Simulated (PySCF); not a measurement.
ReCl4, SMILES [Re]([Cl])([Cl])([Cl])[Cl] (connectivity only; charge and spin as stated), neutral, multiplicity 4.

The structure is a stationary point at B3LYP-D3(BJ)/def2-SVP. The multiplicity is an assumed one; other spin states were not compared. The def2 effective core potentials stand for the cores of Re; spin–orbit coupling is left out.

Method: TDA-PBE0/def2-SVPD (PySCF).

Vertical excitations; the highest root listed may be one member of a degenerate set. Isolated molecule, no solvent.

```tsv
state	energy (eV)	λ (nm)	f	main pairs
root 1	1.08	1148	0.000	α HOMO→LUMO (degenerate set)
root 2	1.08	1148	0.000	α HOMO→LUMO+1 (degenerate set)
root 3	1.70	730	0.000	α HOMO−2→LUMO, α HOMO−1→LUMO (degenerate set)
root 4	1.70	730	0.000	α HOMO−2→LUMO+1, α HOMO−1→LUMO+1 (degenerate set)
root 5	1.96	632	0.008	α HOMO−2→LUMO, α HOMO−1→LUMO, α HOMO−1→LUMO+1 (degenerate set)
root 6	1.96	632	0.008	α HOMO−2→LUMO+1, α HOMO−1→LUMO+1, α HOMO−1→LUMO (degenerate set)
root 7	3.94	315	0.012	α HOMO−5→LUMO, β HOMO→LUMO (degenerate set)
root 8	3.94	315	0.012	α HOMO−5→LUMO+1, β HOMO−1→LUMO (degenerate set)
root 9	4.00	310	0.001	α HOMO−3→LUMO+1 33 %, α HOMO−4→LUMO 33 %, α HOMO−3→LUMO 8 %, α HOMO−4→LUMO+1 8 %, β HOMO−2→LUMO+1 9 %
root 10	4.02	309	0.000	α HOMO−4→LUMO 39 %, α HOMO−3→LUMO+1 39 %, α HOMO−4→LUMO+1 8 %, α HOMO−3→LUMO 8 %
```
Unrestricted roots are not spin-pure.
